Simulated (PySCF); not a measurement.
**ClGeN: bending curve**

Computed with PBE0 in PySCF with Ge def2-TZVP, N def2-TZVP, Cl def2-TZVP; no relativity; density-fitted integrals.

Rigid scan from the singlet minimum (Ge–Cl 2.103 Å, Ge–N 1.637 Å; Cl–Ge–N 180.0°). Coordinate: the N–Ge–Cl angle, bonds fixed. Energies in kJ/mol from the minimum.

Q: Predict the curve at 80, 90, 100, 110, 120, 130, 140, 150, 160, 170, 180.

A: 
| bond angle (°) | E (kJ/mol) | dipole size (D) |
| --- | --- | --- |
| 80 | 108.1 | 2.03 |
| 90 | 113.5 | 2.35 |
| 100 | 95.5 | 2.58 |
| 110 | 71.6 | 2.75 |
| 120 | 50.2 | 2.90 |
| 130 | 33.2 | 3.06 |
| 140 | 20.4 | 3.21 |
| 150 | 11.1 | 3.35 |
| 160 | 4.9 | 3.46 |
| 170 | 1.2 | 3.53 |
| 180 | 0.0 | 3.55 |
